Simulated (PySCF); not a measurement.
C2H5BF2. Atoms are numbered in the order given.

```xyz
10

B      0.0137     0.6086     0.0000
F     -1.3127     0.7028     0.0000
F      0.6761     1.7622     0.0000
C      0.7652    -0.7662     0.0000
C     -0.1242    -2.0139     0.0000
H      1.4469    -0.7665     0.8721
H      1.4469    -0.7665    -0.8721
H     -0.7773    -2.0386    -0.8864
H     -0.7773    -2.0386     0.8864
H      0.4755    -2.9373     0.0000
```

Geometry optimised at TPSSh-D3(BJ)/def2-SVP. Other conformers were not sampled.

The numbers are results of PBE/pcSseg-1 (PySCF), not measurements.

GIAO shieldings, no solvent; atoms listed in one row are averaged. δ = σ(ref) − σ: ¹¹B against BF3 (σ = 83.9 ppm); ¹⁹F against CFCl3 (σ = 133.6 ppm); ¹³C against TMS (σ = 182.0 ppm); ¹H against TMS (σ = 31.49 ppm), references at their B3LYP-D3(BJ)/def2-TZVP geometries, non-relativistic.

Computed chemical shifts:
```json
[
 {"nucleus": "¹¹B", "atoms": "B1", "count": "1", "δ (ppm)": "18.8"},
 {"nucleus": "¹⁹F", "atoms": "F2", "count": "1", "δ (ppm)": "-85.3"},
 {"nucleus": "¹⁹F", "atoms": "F3", "count": "1", "δ (ppm)": "-86.4"},
 {"nucleus": "¹³C", "atoms": "C5", "count": "1", "δ (ppm)": "11.0"},
 {"nucleus": "¹³C", "atoms": "C4", "count": "1", "δ (ppm)": "10.4"},
 {"nucleus": "¹H", "atoms": "H6, H7", "count": "2", "δ (ppm)": "1.32"},
 {"nucleus": "¹H", "atoms": "H8, H9, H10", "count": "3", "δ (ppm)": "1.28"}
]
```
